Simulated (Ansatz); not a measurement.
isobutane (C4H10), singlet, at a GFN2-xTB geometry. Base run: CCSD(T)/cc-pVDZ run with Ansatz (a quantum-chemistry and plane-wave program).

Ansatz was given this input:
Ansatz 0.2 input:
```yaml
crystal:
  periodic: [false, false, false]
  atoms:
    - {symbol: C, position_ang: [-0.00195152, -0.00061004, 0.38481069]}
    - {symbol: H, position_ang: [-0.00751045, -0.00234774, 1.48094753]}
    - {symbol: C, position_ang: [-0.00123091, 1.44790471, -0.09715431]}
    - {symbol: H, position_ang: [0.00424357, 1.48409224, -1.18472901]}
    - {symbol: H, position_ang: [-0.88573890, 1.97154531, 0.25886234]}
    - {symbol: H, position_ang: [0.87836999, 1.97364557, 0.26781215]}
    - {symbol: C, position_ang: [1.25514309, -0.72222321, -0.09422305]}
    - {symbol: H, position_ang: [1.29052529, -0.73769513, -1.18172798]}
    - {symbol: H, position_ang: [2.14862954, -0.22046678, 0.27077580]}
    - {symbol: H, position_ang: [1.26840623, -1.74929777, 0.26388821]}
    - {symbol: C, position_ang: [-1.25239927, -0.72520857, -0.10694449]}
    - {symbol: H, position_ang: [-1.27670860, -0.74075155, -1.19475225]}
    - {symbol: H, position_ang: [-1.26684969, -1.75231611, 0.25102616]}
    - {symbol: H, position_ang: [-2.15073527, -0.22558539, 0.24896396]}
basis:
  gaussian:
    orbitals: cc-pVDZ
magnetization: {spin_polarized: false}
correlation: {method: ccsd_t}
```

Each row names what was changed in the base input (with any setting that the change needs).

```
change                                                             ΔE vs base (mEh)  MP2 correlation (Eh)  CC correlation without the perturbative part (Eh)  basis functions  core-seconds (rough)
-----------------------------------------------------------------  ----------------  --------------------  -------------------------------------------------  ---------------  --------------------
base                                                                          0.000              -0.58992                                           -0.65159              106                     6
lower_state_search = off                                                      0.000              -0.58992                                           -0.65159              106                     7
diis_vectors = 2                                                              0.000              -0.58992                                           -0.65159              106                     8
fitting = cc-pVTZ-JKFIT (mean field), cc-pVTZ-RIFIT (correlation)             0.029              -0.58987                                           -0.65158              106                     6
reference functional = pbe0                                                   1.776                     -                                           -0.66335              106                    10
accuracy = high                                                              -0.001              -0.58992                                           -0.65159              106                    30
diis_vectors = 4                                                              0.000              -0.58992                                           -0.65159              106                     7
electrons = outside_noble_gas                                                 0.000              -0.58992                                           -0.65159              106                     7
method = mp2                                                                 79.944              -0.58992                                                  -              106                     1
method = bccd                                                                18.749              -0.58992                                           -0.65111              106                     7
```
